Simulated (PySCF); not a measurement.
## Mn²²⁺ (manganese, charge +22) across methods

[He] 2s1, 2S determinant. Calculation: PySCF 2.14, in an uncontracted even-tempered set (19 s from 5.1 bohr⁻², ratio 2.2; 8 p from 7.9 bohr⁻², ratio 2.4; 6 d from 24 bohr⁻², ratio 2.4; 5 f from 36 bohr⁻², ratio 2.4; 4 g from 53 bohr⁻², ratio 2.4); scalar relativity by spin-free X2C-1e. The B2PLYP total includes its PT2 part (frozen core); its orbital energies are those of the SCF part.

```
method  E (hartree)  mean ε 1s α (eV)  mean ε 1s β (eV)  mean ε 2s α (eV)  Σ⟨r²⟩ (bohr²)   ⟨S²⟩
  PBE0     -683.483           -7899.4           -7890.5           -1853.7        0.08251  0.750
   LDA     -681.538           -7839.3           -7831.9           -1840.9        0.08266  0.750
   PBE     -683.431           -7857.7           -7850.7           -1844.6        0.08250  0.750
r2SCAN     -683.608           -7875.8           -7869.5           -1846.8        0.08255  0.750
B2PLYP     -683.648           -7946.8           -7936.2           -1863.9        0.08248  0.750
   UHF   -683.58152           -8023.7           -8009.2           -1880.4        0.08254  0.750
```

Q: Estimate the same row for M06.

A: E (hartree) = -683.623; mean ε 1s α (eV) = -7898.3; mean ε 1s β (eV) = -7890.8; mean ε 2s α (eV) = -1853.6; Σ⟨r²⟩ (bohr²) = 0.08250; ⟨S²⟩ = 0.750.
